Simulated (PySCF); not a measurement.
**How methods differ on the excitation energy of Cl**

Cl [Ne] 3s2 3p5 (2P) → Cl [Ne] 3s1 3p6 (2S), as a difference of total energies. All numbers are calculated (PySCF 2.14, scalar relativity by spin-free X2C-1e, in aug-cc-pVQZ-DK (7s6p4d3f2g, 84 functions)). Correlated levels: valence: [Ne] frozen. The calculations carry no spin-orbit coupling.

```json
{"method": "UHF", "excitation energy (eV)": "15.581"}
{"method": "MP2 (valence)", "excitation energy (eV)": "13.126"}
{"method": "SCS-MP2 (valence)", "excitation energy (eV)": "12.882"}
{"method": "CCSD (valence)", "excitation energy (eV)": "11.840"}
{"method": "CCSD(T) (valence)", "excitation energy (eV)": "10.797"}
```

Q: How much does correlation contribute at CCSD(T) (valence)?

A: 10.797 − (15.581) = -4.784 eV, measured against UHF.

Errors of the correlated levels include the incompleteness of this basis and the frozen core.

The coupled-cluster amplitudes are large for the upper state (T1 above 0.03 or a double amplitude above 0.15), so a single reference is strained.

For comparison: 10.586 eV (measured; NIST levels, between the centres of gravity of the two terms).
